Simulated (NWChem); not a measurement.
# CH$_{3}$ClF$_{2}$OSi; SMILES F[Si](Cl)(OC)F

```xyz
9

C     -1.0281     2.2320    -0.0666
O      0.0573     1.4496     0.4356
Si     0.4435    -0.0666     0.0272
F      1.0849    -0.1561    -1.4295
F      1.5296    -0.5821     1.0643
Cl    -1.1794    -1.3105     0.0660
H     -1.1008     3.1252     0.5570
H     -0.8390     2.5317    -1.1030
H     -1.9709     1.6772    -0.0117
```
Atoms are numbered in this order, from 1.

Level: B3LYP/6-31G* (spherical d) (NWChem), optimised geometry, unscaled harmonic frequencies. 

Question: List the harmonic frequencies with IR intensities, and the thermochemistry.

Answer: 
```tsv
frequency (cm⁻¹)	IR intensity (km/mol)
48	3.6
85	0.1
142	4.4
214	1.1
248	1.6
319	30.7
338	28.7
378	19.9
549	93.2
791	198.4
946	111.7
1011	151.0
1160	276.3
1191	0.6
1226	116.5
1514	1.3
1529	6.0
1534	4.4
3054	40.3
3124	25.6
3157	21.3
```

```
Item                                                                               Result
-----------------------------------------------------------------------  ----------------
zero-point energy                                                           32.2 kcal/mol
thermal correction to the enthalpy at 298.15 K (with zero-point energy)     37.6 kcal/mol
heat capacity Cv                                                         23.6 cal/(mol K)
entropy at 298.15 K and 1 atm (symmetry number 1)                        88.5 cal/(mol K)
dipole moment                                                                      2.54 D
```

Rigid rotor and harmonic oscillator; modes under 100 cm⁻¹ make the entropy uncertain.
